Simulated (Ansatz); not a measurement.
System: CH$_{9}$OSi$_{2}$ (charge +1, singlet). It need not be the lowest isomer of its formula. 
Structure (B3LYP-D3(BJ)/def2-TZVP (Ansatz, an electronic-structure program) minimum search):
SMILES: C[SiH2][OH+][SiH3]
```xyz
13

C      2.3500     0.6614     0.1946
Si     1.0503    -0.3617    -0.6057
O     -0.5382     0.4430    -0.2744
Si    -1.9286    -0.2313     0.6269
H      2.4024     1.6628    -0.2372
H      2.1946     0.7432     1.2713
H      3.3218     0.1860     0.0311
H      1.0724    -0.4097    -2.0734
H      0.7484    -1.6554     0.0241
H     -0.6792     1.3161    -0.6716
H     -2.3586    -1.3817    -0.1739
H     -2.8517     0.9091     0.6333
H     -1.3482    -0.5795     1.9275
```
Charge +1, spin multiplicity 1.

Basis-set convergence of Hartree-Fock and CCSD correlation energies (hartree) with Ansatz. Valence correlation only, unless marked. Spin-orbit coupling is left out. Non-relativistic.

```csv
basis,functions,E(HF),"E(corr, CCSD)"
cc-pV(D+d)Z,119,-695.67567,-0.59480
cc-pV(T+d)Z,264,-695.74550,-0.72015
cc-pV(Q+d)Z,508,-695.76287,-0.76047
```

Extrapolating the two largest sets (X = 3 and 4) as X^-3: E(corr) = (64·(-0.76047) - 27·(-0.72015))/37 = -0.7899 Eh, an estimate of the basis-set limit. The largest set recovers 96.3 % of it, the smallest 75.3 %.
